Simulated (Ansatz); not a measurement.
Program: Ansatz. Geometries: PBE0-D4/def2-TZVP. ΔE: electronic, gas phase. CBS: MP2 limit from def2 TZ/QZ plus the TZ coupled-cluster correction, frozen cores. This one scheme is used for every species. Functionals use def2-TZVPP. B3LYP here is the variant with VWN-RPA as its local correlation; programs differ in this. Elements past krypton have def2 core potentials. For Sn outer-core shells are correlated without core-valence functions, which leaves a few kJ/mol of doubt a bond. One conformer a species, not always the lowest.

`[CH3][Sn]([OH])([OH])[OH]` + H–F → `[CH3][Sn]([OH])([OH])[F]` + H₂O  (ligand exchange at the Sn–O bond)

```tsv
level	ΔE (eV)
B3LYP-D4	-0.42
PBE-QIDH	-0.37
r2SCANh	-0.43
MP2/def2-QZVPP	-0.33
```

Task: What does CCSD(T)/CBS give? (Best estimate.)

Result: Computed: -0.36 eV. The listed levels differ from it by -0.06, -0.01, -0.07, 0.03 eV.

Largest T1 diagnostic among the species: 0.014.

Leaving LDA and LC-ωPBE aside and taking each functional with its dispersion term where it has one, the values, not all of them listed here, spread over 0.11 eV, from B97M-V to PBE-QIDH. LDA lies +0.06 eV from PBE without D4. The D4 term adds +0.03 eV with B3LYP and +0.02 eV with PBE0; it sums over pairs of atoms, weighted by their polarisabilities, and B3LYP, whose exchange is more repulsive, gets the larger term. In def2-TZVPP, CCSD(T) changes the Hartree–Fock value by +0.13 eV (the triples alone add +0.02 eV) and MP2 by +0.16 eV.
